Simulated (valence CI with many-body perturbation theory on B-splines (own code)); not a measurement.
**Rh XXXII: electric-dipole lines**

Computed by configuration interaction combined with many-body perturbation theory (CI+MBPT): four valence electrons over a frozen Dirac-Fock core [Ne], a basis of 11 s, 11 p, 9 d, 7 f, 5 g, 2 h, 1 i functions for each j, with the one-electron correlation potential Σ1, the two-electron term Σ2, the three-electron term Σ3, Breit, model QED; selected CI, second order for the rest (own B-spline code, finite nucleus).

The last digits are not significant, and no measured levels were compared; by estimate large intervals hold to a few tenths of a per cent, small ones and those within an open d or f shell to about a per cent.

Lines 51 to 100 of 233 in falling wavelength, among levels below 2432100 cm⁻¹, chosen from the strongest by gf and those to the six lowest levels. Wavelengths and rates use the calculated energies. Electric multipoles are in the length gauge, E1 and E2 with the static RPA response of the core. Weak lines are less certain than strong ones. Lines between different terms over intervals too small for the method are left out, as are lines whose strength nearly cancels. Where a level lies close to another of its J and parity, the split of strength between their lines is uncertain. The highest levels of a list are the least certain.

Levels are named by their leading jj configuration (3d3/2^4 stands for four electrons in 3d with j = 3/2), which in mixed levels can hold well under half, so a name can repeat and another be missing. Letters in brackets count levels of one name in rising energy.

| λ vac (Å) | Upper | Lower | A (s⁻¹) | S (a.u.) with core polarisation | S without |
| --- | --- | --- | --- | --- | --- |
| 112.4 | (3s 3p1/2 3p3/2 3d3/2) J=2 [b] | (3s 3p1/2 3p3/2^2) J=3 | 6.81e+09 | 2.38e-02 | 2.44e-02 |
| 111.6 | (3s 3p3/2^3) J=2 | (3s^2 3p3/2^2) J=2 | 9.76e+09 | 3.35e-02 | 3.43e-02 |
| 109.2 | (3s^2 3p1/2 3d3/2) J=2 | (3s^2 3p1/2 3p3/2) J=1 | 3.17e+07 | 1.02e-04 | 1.04e-04 |
| 108.7 | (3s 3p1/2 3p3/2 3d5/2) J=3 [d] | (3s^2 3p1/2 3d5/2) J=2 | 2.19e+10 | 9.74e-02 | 9.97e-02 |
| 108.3 | (3s 3p1/2 3p3/2 3d3/2) J=3 [b] | (3s 3p1/2 3p3/2^2) J=2 [b] | 7.11e+09 | 3.12e-02 | 3.19e-02 |
| 108.3 | (3s 3p1/2 3p3/2 3d3/2) J=0 [c] | (3s^2 3p1/2 3d3/2) J=1 | 2.22e+10 | 1.39e-02 | 1.42e-02 |
| 108.2 | (3s^2 3p3/2 3d3/2) J=1 | (3s^2 3p3/2^2) J=0 | 2.73e+09 | 5.11e-03 | 5.24e-03 |
| 108.0 | (3s 3p1/2 3p3/2 3d5/2) J=3 [e] | (3s 3p3/2^3) J=2 | 6.58e+09 | 2.86e-02 | 2.93e-02 |
| 107.1 | (3s 3p1/2 3p3/2 3d5/2) J=2 [d] | (3s 3p3/2^3) J=2 | 3.65e+09 | 1.11e-02 | 1.13e-02 |
| 106.9 | (3s 3p1/2 3p3/2 3d5/2) J=2 [a] | (3s^2 3p1/2 3d3/2) J=2 | 4.64e+09 | 1.40e-02 | 1.43e-02 |
| 106.4 | (3s 3p1/2^2 3d3/2) J=1 | (3s 3p1/2^2 3p3/2) J=2 | 8.64e+08 | 1.54e-03 | 1.58e-03 |
| 106.0 | (3s 3p1/2 3p3/2 3d5/2) J=3 [c] | (3s^2 3p1/2 3d5/2) J=3 | 5.35e+09 | 2.20e-02 | 2.25e-02 |
| 105.4 | (3s 3p1/2 3p3/2 3d3/2) J=1 [d] | (3s 3p1/2 3p3/2^2) J=1 [b] | 1.22e+10 | 2.11e-02 | 2.16e-02 |
| 105.0 | (3s 3p1/2^2 3d3/2) J=2 | (3s 3p1/2^2 3p3/2) J=2 | 9.41e+08 | 2.69e-03 | 2.74e-03 |
| 104.8 | (3s 3p3/2^2 3d3/2) J=3 | (3s 3p3/2^3) J=2 | 2.97e+09 | 1.18e-02 | 1.21e-02 |
| 104.4 | (3s 3p1/2 3p3/2 3d5/2) J=4 [d] | (3s^2 3p1/2 3d5/2) J=3 | 6.08e+10 | 3.07e-01 | 3.14e-01 |
| 103.7 | (3s 3p1/2 3p3/2 3d5/2) J=2 [c] | (3s^2 3p1/2 3d3/2) J=1 | 1.55e+10 | 4.25e-02 | 4.35e-02 |
| 103.6 | (3s 3p1/2 3p3/2^2) J=1 [a] | (3s^2 3p1/2 3p3/2) J=2 | 7.54e+07 | 1.24e-04 | 1.27e-04 |
| 103.1 | (3s 3p1/2 3p3/2 3d3/2) J=2 [e] | (3s^2 3p1/2 3d3/2) J=1 | 1.24e+10 | 3.36e-02 | 3.44e-02 |
| 103.1 | (3s 3p1/2 3p3/2 3d3/2) J=2 [c] | (3s^2 3p1/2 3d3/2) J=2 | 3.25e+10 | 8.79e-02 | 9.00e-02 |
| 103.0 | (3s 3p1/2^2 3p3/2) J=1 | (3s^2 3p1/2^2) J=0 | 2.70e+10 | 4.37e-02 | 4.47e-02 |
| 102.0 | (3s 3p1/2 3p3/2 3d5/2) J=1 [c] | (3s^2 3p1/2 3d5/2) J=2 | 1.94e+10 | 3.05e-02 | 3.12e-02 |
| 101.9 | (3s 3p1/2 3p3/2^2) J=0 | (3s^2 3p1/2 3p3/2) J=1 | 3.12e+10 | 1.63e-02 | 1.66e-02 |
| 101.5 | (3s 3p1/2 3p3/2 3d5/2) J=2 [f] | (3s 3p3/2^3) J=2 | 4.54e+09 | 1.17e-02 | 1.20e-02 |
| 101.3 | (3s 3p3/2^2 3d5/2) J=0 | (3s 3p1/2 3p3/2^2) J=1 [b] | 4.04e+10 | 2.07e-02 | 2.12e-02 |
| 100.8 | (3s 3p1/2 3p3/2 3d3/2) J=2 [c] | (3s 3p1/2 3p3/2^2) J=3 | 6.17e+09 | 1.56e-02 | 1.60e-02 |
| 100.4 | (3s 3p1/2 3p3/2 3d5/2) J=3 [e] | (3s^2 3p1/2 3d5/2) J=2 | 6.42e+10 | 2.24e-01 | 2.29e-01 |
| 100.3 | (3s 3p1/2 3p3/2 3d5/2) J=2 [d] | (3s^2 3p1/2 3d3/2) J=1 | 8.58e+09 | 2.14e-02 | 2.19e-02 |
| 100.1 | (3s 3p1/2 3p3/2^2) J=2 [b] | (3s^2 3p1/2 3p3/2) J=2 | 2.63e+10 | 6.52e-02 | 6.67e-02 |
| 100.0 | (3s 3p1/2 3p3/2 3d3/2) J=1 [d] | (3s 3p1/2 3p3/2^2) J=2 [b] | 1.24e+10 | 1.84e-02 | 1.88e-02 |
| 99.91 | (3s 3p3/2^2 3d3/2) J=1 [a] | (3s^2 3p1/2 3d3/2) J=1 | 1.53e+10 | 2.26e-02 | 2.32e-02 |
| 99.62 | (3s 3p1/2 3p3/2 3d5/2) J=2 [d] | (3s^2 3p1/2 3d5/2) J=2 | 2.97e+10 | 7.24e-02 | 7.41e-02 |
| 99.52 | (3s 3p1/2 3p3/2^2) J=1 [a] | (3s^2 3p1/2 3p3/2) J=1 | 3.52e+10 | 5.14e-02 | 5.27e-02 |
| 99.32 | (3s 3p1/2 3p3/2 3d5/2) J=2 [e] | (3s^2 3p1/2 3d3/2) J=1 | 1.78e+10 | 4.31e-02 | 4.41e-02 |
| 99.21 | (3s 3p3/2^2 3d3/2) J=1 [a] | (3s^2 3p1/2 3d5/2) J=2 | 1.41e+10 | 2.04e-02 | 2.08e-02 |
| 99.05 | (3s 3p1/2 3p3/2 3d5/2) J=3 [d] | (3s 3p1/2 3p3/2^2) J=2 [b] | 5.56e+10 | 1.87e-01 | 1.91e-01 |
| 99.00 | (3s 3p1/2 3p3/2 3d5/2) J=2 [c] | (3s 3p1/2 3p3/2^2) J=1 [b] | 1.79e+10 | 4.28e-02 | 4.38e-02 |
| 98.87 | (3s 3p1/2 3p3/2 3d3/2) J=2 [d] | (3s 3p1/2 3p3/2^2) J=3 | 6.60e+09 | 1.57e-02 | 1.61e-02 |
| 98.50 | (3s^2 3p3/2 3d3/2) J=1 | (3s^2 3p3/2^2) J=2 | 1.58e+10 | 2.24e-02 | 2.30e-02 |
| 98.49 | (3s 3p1/2 3p3/2 3d3/2) J=2 [e] | (3s 3p1/2 3p3/2^2) J=1 [b] | 1.32e+10 | 3.11e-02 | 3.18e-02 |
| 98.43 | (3s 3p1/2 3p3/2 3d5/2) J=1 [a] | (3s 3p1/2 3p3/2^2) J=2 [a] | 2.34e+10 | 3.30e-02 | 3.37e-02 |
| 98.23 | (3s 3p3/2^3) J=1 | (3s^2 3p3/2^2) J=0 | 2.38e+08 | 3.35e-04 | 3.47e-04 |
| 98.18 | (3p1/2^2 3p3/2^2) J=2 | (3s 3p1/2^2 3p3/2) J=2 | 1.32e+10 | 3.09e-02 | 3.16e-02 |
| 98.12 | (3s 3p1/2 3p3/2 3d5/2) J=1 [c] | (3s 3p1/2 3p3/2^2) J=1 [b] | 1.12e+10 | 1.56e-02 | 1.60e-02 |
| 98.09 | (3s 3p1/2 3p3/2 3d5/2) J=1 [b] | (3s 3p1/2 3p3/2^2) J=2 [b] | 1.31e+10 | 1.84e-02 | 1.88e-02 |
| 97.88 | (3s 3p1/2 3p3/2 3d5/2) J=2 [a] | (3s 3p1/2 3p3/2^2) J=2 [a] | 1.46e+10 | 3.38e-02 | 3.46e-02 |
| 97.79 | (3s 3p1/2 3p3/2 3d5/2) J=3 [b] | (3s 3p1/2 3p3/2^2) J=3 | 2.23e+10 | 7.20e-02 | 7.35e-02 |
| 97.61 | (3s 3p3/2^2 3d3/2) J=3 | (3s^2 3p1/2 3d5/2) J=2 | 5.43e+09 | 1.74e-02 | 1.78e-02 |
| 97.48 | (3s^2 3p3/2 3d3/2) J=2 | (3s^2 3p3/2^2) J=2 | 3.72e+09 | 8.50e-03 | 8.71e-03 |
| 97.31 | (3s 3p1/2 3p3/2 3d3/2) J=0 [b] | (3s 3p1/2^2 3p3/2) J=1 | 2.97e+10 | 1.35e-02 | 1.38e-02 |
